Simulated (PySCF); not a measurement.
**Technetium: a sound run and one with changed settings**

Sound run: Tc(2+) [Kr] 4d5, Tc(3+) [Kr] 4d4. Computed with PySCF 2.14 in cc-pVDZ-PP with ECP28MDF, with a scalar-relativistic core potential. In the sound run the correlated levels freeze 4s2 4p6 outside the core potential. The sound run starts from symmetry-adapted Hartree-Fock orbitals and uses a fine grid where one is needed.

Changed run: initial guess atom, at most 50 SCF cycles.

```tsv
species	method	sound run (hartree)	changed run (hartree)	converged
Tc(2+)	UHF	-79.11978	-79.11978	yes
Tc(2+)	PBE0	-79.61109	-79.61109	yes
Tc(2+)	LDA	-79.40044	-79.40044	yes
Tc(2+)	MP2	-79.16125	-79.16125	yes
Tc(3+)	UHF	-78.05907	-78.05908	yes
Tc(3+)	PBE0	-78.51314	-78.51314	yes
Tc(3+)	LDA	-78.29432	-78.29133	no
Tc(3+)	MP2	-78.08214	-78.08215	yes
```

Ionisation energy of Tc(2+):

```csv
method,sound run (eV),changed run (eV)
UHF,28.863,28.863
PBE0,29.877,29.877
MP2,29.364,29.364
SCS-MP2,29.030,29.030
```

A plain start with occupations fixed only by D2h representation lets s and d (or p and f) orbitals of one representation trade places, so the SCF can reach the same state, another state or none.

For comparison, NIST gives 29.55 eV between the lowest levels.
